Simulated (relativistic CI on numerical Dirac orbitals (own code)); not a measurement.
# Pd III: calculation against measurement

Computed by Dirac-Coulomb-Breit CI, separate exchange-only KLI orbitals for each configuration, model QED (radiative potential, 1s self-energy scaled to tabulated hydrogen-like ionisation energies), valence Slater integrals scaled by 0.85, P86 correlation energy added to each configuration (own radial code, finite nucleus).

CI space (outside the closed core [Kr]): 4d8, 4d7.5s, 4d7.5p, 4d7.4f, 4d6.5s2, 4d7.5d, 4d7.6s, 4d7.6p, 4d6.5s.5p, 4d7.6d, 4d7.5f, 4d7.5g, 4d7.6f, 4d7.6g, 4d6.5p2, 4d6.5s.6s. Levels of other configurations are missing.

```tsv
Configuration	Term (tabulated)	J	Measured (cm⁻¹)	Computed	Error	Purity (%)
4d8	a 3F	4	0.0	0	0	99
4d8	a 3F	3	3229.7	3030	-199	100
4d8	a 3F	2	4687.3	4533	-154	91
4d8	a 3P	1	13470.3	14478	1008	99
4d8	a 3P	0	13699.1	14725	1026	97
4d8	a 1G	4	17880.4	18342	462	99
4d7.5s	a 5F	5	52915.9	55706	2790	98
4d7.5s	a 5F	4	55088.8	57795	2707	97
4d7.5s	a 5F	3	56741.5	59380	2638	98
4d7.5s	a 5F	2	57845.0	60448	2603	98
4d7.5s	a 5F	1	58527.3	61112	2585	97
4d7.5s	b 3F	4	62560.9	65801	3240	93
4d7.5s	b 3F	3	65255.4	68506	3251	92
4d7.5s	a 5P	3	65708.0	69725	4017	95
4d7.5s	a 5P	2	65788.3	69877	4088	64
4d7.5s	b 3F	2	67079.4	70272	3193	73
4d7.5s	a 5P	1	67151.4	71237	4086	91
4d7.5s	a 3G	5	69985.8	72690	2704	87
4d7.5s	a 3G	4	71047.2	73754	2707	78
4d7.5s	b 3P	2	72745.0	76694	3949	64
4d7.5s	a 3G	3	72786.1	75368	2582	97
4d7.5s	b 3P	0	74281.2	78529	4248	99
4d7.5s	a 3H	6	74673.3	77432	2758	100
4d7.5s	c 3P	2	75455.0	79779	4324	87
4d7.5s	a 3H	5	75967.6	78690	2722	86
4d7.5s	c 3P	1	76055.8	80166	4111	80
4d7.5s	a 3D	3	76231.4	79361	3129	95
4d7.5s	a 3D	2	78169.8	81482	3312	60
4d7.5s	a 1H	5	80805.1	83725	2920	91
4d7.5s	a 1P	1	82620.3	86471	3850	56
4d7.5s	b 1D	2	83204.3	86609	3405	70
4d7.5s	c 3F	2	85420.7	89865	4445	97
4d7.5s	c 3F	3	85830.4	90262	4432	95
4d7.5s	c 3F	4	86795.2	91142	4347	98
4d7.5s	a 1F	3	90684.3	95233	4549	95
4d7.5s	b 3D	2	103549.6	107883	4334	96
4d7.5s	b 3D	3	104419.1	108834	4415	97
4d7.5p	z 5F°	5	105145.4	106218	1073	79
4d7.5p	z 5D°	4	108115.7	105513	-2603	57
4d7.5p	z 5F°	2	108641.7	109528	887	64
4d7.5p	z 5G°	6	109015.4	109992	976	97
4d7.5p	z 5F°	1	109780.1	110632	852	78
4d7.5p	z 5D°	2	110941.0	111861	920	61
4d7.5p	z 5G°	3	111631.2	112636	1005	60
4d7.5p	z 5D°	1	111709.4	112563	853	80
4d7.5p	z 5G°	2	111802.9	112920	1117	72
4d7.5p	z 5D°	0	111847.2	112730	882	95
4d7.5p	z 5S°	2	112328.6	114395	2066	91
4d7.5p	z 3F°	4	112449.3	113685	1235	73
4d7.5p	z 3G°	4	114886.6	116102	1215	75
4d7.5p	z 3F°	2	115738.0	116973	1235	63
4d7.5p	z 3G°	3	116518.9	117789	1270	63
4d7.5p	z 3D°	2	116790.3	118279	1488	57
4d7.5p	z 3D°	1	117566.6	119144	1577	81
4d7.5p	y 5D°	0	121652.6	123578	1926	72
```

Measured levels from Moore, Atomic Energy Levels, vol. III, NSRDS-NBS 35 (1971 reprint of NBS Circular 467, 1958); pairs were made by configuration, J and term (by order where the table uses no LS term), so strongly mixed levels may be paired wrongly. The analysis dates from before 1960.

Mean error by configuration (cm⁻¹): 4d8 429; 4d7.5s 3498; 4d7.5p 999. Over the excited levels the mean absolute error is 2490 cm⁻¹ (54 of the 69 excited levels that our extract of the source holds in range could be paired, and the others can miss by more), and the median relative error of those above 1,000 cm⁻¹ is 4.1 %. Some levels of the ground configuration have no partner.
